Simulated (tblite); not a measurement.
C8H14N2.
Atom-mapped SMILES: `[CH2:1]=[CH:2][N:3]([CH2:4][CH3:5])/[N:6]=[CH:7]\[CH:8]1[CH2:9][CH2:10]1` (hydrogens: H11, H12 on C1; H13 on C2; H14, H15 on C4; H16, H17, H18 on C5; H19 on C7; H20 on C8; H21, H22 on C9; H23, H24 on C10)

Structure optimised with GFN2-xTB, isolated species.

Question: List the bond lengths, angles and torsions at this level.

Answer: 
```
                  bond  length (Å)
                 C1=C2       1.329
                 C2–N3       1.382
                 N3–C4       1.452
                 C4–C5       1.527
                 N3–N6       1.331
                 N6=C7       1.268
                 C7–C8       1.487
                 C8–C9       1.500
                C9–C10       1.494
                C8–C10       1.511
                C1–H11       1.075
                C1–H12       1.074
                C2–H13       1.081
        C4–H14, C4–H15       1.090
C5–H16, C5–H17, C5–H18       1.087
                C7–H19       1.086
                C8–H20       1.083
       C9–H21, C10–H23       1.080
       C9–H22, C10–H24       1.080
```

Bonds in one row agree within 0.01 Å and their mean is given. A selection of angles:
```
    angle  degrees
 C1–C2–N3    127.9
 C2–N3–C4    120.0
 C2–N3–N6    112.9
 C4–N3–N6    126.7
 N3–C4–C5    112.0
 N3–N6–C7    131.2
 N6–C7–C8    134.2
 C7–C8–C9    118.2
C7–C8–C10    118.6
C9–C8–C10     59.5
C8–C9–C10     60.6
C8–C10–C9     59.9
```

Torsions: C1–C2–N3–C4 0° (synperiplanar); C2–N3–C4–C5 -87° (synclinal); C2–N3–N6–C7 176° (antiperiplanar); N3–N6–C7–C8 -1° (synperiplanar); N6–C7–C8–C9 -170° (antiperiplanar); C7–C8–C9–C10 108° (anticlinal); C7–C8–C10–C9 -108° (anticlinal). The mirror-image conformer, all signs reversed, is as good.

N6 (C=N nitrogen) is bent (angle 131.2°). The 3 C–N bonds span 1.268 Å (N6=C7, drawn double) to 1.452 Å (N3–C4, drawn single), a spread of 0.184 Å. Of the pairs four or more bonds apart, H15···H20 is among the closest relative to their van der Waals radii: 1.97 Å, 82 % of the sum of Bondi's values. The 3-membered ring C8–C9–C10 has internal angles of 59.5° to 60.6°. The 6 C–C bonds span 1.329 Å (C1=C2, drawn double) to 1.527 Å (C4–C5, drawn single), a spread of 0.198 Å. N3 (nitrogen bonded to 2 C and N) is planar (angles 126.7°, 120.0° and 112.9°, sum 359.6°, 0.05 Å off the plane of its three neighbours).

Point group: C1 (no symmetry element, even within 0.4 Å). GFN2-xTB frequencies show an imaginary mode (46i cm⁻¹), so the point is no minimum at that level.

These are computed values.
